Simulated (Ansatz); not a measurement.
Ansatz (a program for electronic structure) input (CCSD(T)/cc-pV(D+d)Z):
A basis named .json is the Basis Set Exchange file of that set.

Ansatz 0.2 input:
```yaml
crystal:
  periodic: [false, false, false]
  atoms:
    - {symbol: Si, position_ang: [0.03127304, 0.01096385, 0.01039759]}
    - {symbol: C, position_ang: [1.60930630, -0.92719534, -0.07727084]}
    - {symbol: C, position_ang: [-1.40887144, -0.86641574, -0.77581069]}
    - {symbol: O, position_ang: [-0.44980312, 0.24853163, 1.57728874]}
    - {symbol: O, position_ang: [0.37636572, 1.44105708, -0.74650600]}
    - {symbol: H, position_ang: [1.73347167, -1.90282125, 0.38027212]}
    - {symbol: H, position_ang: [2.48166437, -0.55903426, -0.60505659]}
    - {symbol: H, position_ang: [-1.23262162, -1.03291371, -1.83974761]}
    - {symbol: H, position_ang: [-2.32555767, -0.28139398, -0.66687523]}
    - {symbol: H, position_ang: [-1.57799188, -1.83517973, -0.30160725]}
    - {symbol: H, position_ang: [0.19930125, 0.61689073, 2.18256534]}
    - {symbol: H, position_ang: [-0.33119883, 2.08591524, -0.82288964]}
basis:
  gaussian:
    orbitals: cc-pV_D+d_Z.json
magnetization: {spin_polarized: true, initial_magnetization: 1}
correlation: {method: ccsd_t, electrons: outside_noble_gas}
```

End of the output:

```
integrals: 0.30 GiB planned
1077 factors; integrals over basis functions are off by at most 1.3e-3 eV
mean field: 0.61 GiB planned
mean field evaluation 1: about -14106.3344 eV, gradient 3.3e1 eV
mean field evaluation 2: about -14106.4069 eV, gradient 3.3e1 eV
mean field evaluation 4: about -14110.8786 eV, gradient 2.8e0 eV
mean field evaluation 8: about -14110.9439 eV, gradient 3.2e-1 eV
mean field evaluation 16: about -14106.3344 eV, gradient 3.3e1 eV
mean field -14110.94589284 eV, -518.5676968193 hartree, gradient 7.7e-6 eV, S^2 0.759465; 0 other end points of the search recorded, 0 dependent functions left out
9 core orbitals not correlated
reference -14110.94589284 eV, -518.5676968193 hartree; 16, 15 occupied and 89, 90 virtual orbitals, 1077 factors
second order -19.84008496 eV of doubles, -0.00000000 eV of singles
coupled cluster: 1.32 GiB planned
cycle   1  -20.61904345 eV  change   -7.8e-1 eV  update   9.3e-2
cycle   2  -21.08590606 eV  change   -4.7e-1 eV  update   2.7e-2
cycle   3  -21.20471186 eV  change   -1.2e-1 eV  update   1.4e-2
cycle   4  -21.20503132 eV  change   -3.2e-4 eV  update   3.8e-3
cycle   5  -21.20423171 eV  change    8.0e-4 eV  update   1.8e-3
cycle   6  -21.20455746 eV  change   -3.3e-4 eV  update   6.7e-4
cycle   7  -21.20455379 eV  change    3.7e-6 eV  update   3.0e-4
cycle   8  -21.20458340 eV  change   -3.0e-5 eV  update   1.1e-4
cycle   9  -21.20460005 eV  change   -1.7e-5 eV  update   5.7e-5
cycle  10  -21.20457444 eV  change    2.6e-5 eV  update   2.5e-5
perturbative correction -0.49650881 eV, -0.0182463621 hartree
Total energy: -14132.64697608 eV, -519.3651969189 hartree
```

It need not be the lowest isomer of its formula.
